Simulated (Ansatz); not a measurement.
`c1csc(-c2cnc(-c3cnc(-c4cncs4)s3)s2)n1`, relaxed as a singlet with RKS PBE-D4/def2-SVP in Ansatz, starting from the GFN2-xTB geometry. Force threshold 0.03 eV/Å.

Start:

Cartesian coordinates in Å:
```
C -1.765 6.167 1.053
C -3.033 5.933 0.615
S -3.214 4.293 0.145
C -1.525 4.042 0.584
C -0.874 2.783 0.457
C 0.440 2.511 0.779
N 0.838 1.256 0.577
C -0.105 0.502 0.102
C 0.050 -0.874 -0.207
C -0.874 -1.764 -0.714
N -0.433 -3.009 -0.904
C 0.814 -3.150 -0.568
C 1.537 -4.370 -0.665
C 2.851 -4.628 -0.342
N 3.254 -5.893 -0.544
C 2.305 -6.626 -1.009
S 0.789 -5.822 -1.253
S 1.568 -1.679 0.037
S -1.636 1.344 -0.140
N -0.939 5.107 1.030
H -1.388 7.110 1.405
H -3.854 6.616 0.544
H 1.125 3.240 1.171
H -1.893 -1.522 -0.956
H 3.544 -3.903 0.045
H 2.417 -7.666 -1.240
```

```json
{"step": "1", "energy (eV)": "-61776.4135", "largest force component (eV/Å)": "1.300", "SCF passes": "29"}
{"step": "2", "energy (eV)": "-61776.6850", "largest force component (eV/Å)": "0.466", "SCF passes": "23"}
{"step": "3", "energy (eV)": "-61776.7149", "largest force component (eV/Å)": "0.078", "SCF passes": "23"}
{"step": "4", "energy (eV)": "-61776.7156", "largest force component (eV/Å)": "0.101", "SCF passes": "23"}
{"step": "5", "energy (eV)": "-61776.7163", "largest force component (eV/Å)": "0.013", "SCF passes": "24"}
```

Force components are those of the run's own axes.

End:

```xyz
26

C    -1.7993    6.2462    1.0643
C    -3.0839    5.9904    0.6163
S    -3.2228    4.3317    0.1493
C    -1.5253    4.0991    0.5966
C    -0.8590    2.8221    0.4685
C     0.4689    2.5359    0.7921
N     0.8759    1.2593    0.5856
C    -0.1001    0.5092    0.1018
C     0.0315   -0.8882   -0.2175
C    -0.8957   -1.7989   -0.7276
N    -0.4522   -3.0656   -0.9208
C     0.8204   -3.1851   -0.5717
C     1.5696   -4.4153   -0.6644
C     2.8977   -4.6942   -0.3436
N     3.3083   -5.9787   -0.5492
C     2.3231   -6.7043   -1.0256
S     0.8081   -5.8671   -1.2631
S     1.5579   -1.6982    0.0307
S    -1.6280    1.3760   -0.1319
N    -0.9367    5.1899    1.0513
H    -1.4536    7.2284    1.4189
H    -3.9353    6.6769    0.5384
H     1.1560    3.2944    1.1918
H    -1.9373   -1.5404   -0.9723
H     3.6041   -3.9502    0.0554
H     2.4076   -7.7735   -1.2732
```

By distances, no bond broke or formed. The bond that changes most is C16–H26, from 1.07 to 1.10 Å (atoms count from 1).

No frequencies were taken in this run, so the end may be a saddle point.

Run time 26 s (2 threads of AMD EPYC 7R13 on a shared host and a share (18 GiB) of an NVIDIA H100 80GB HBM3).
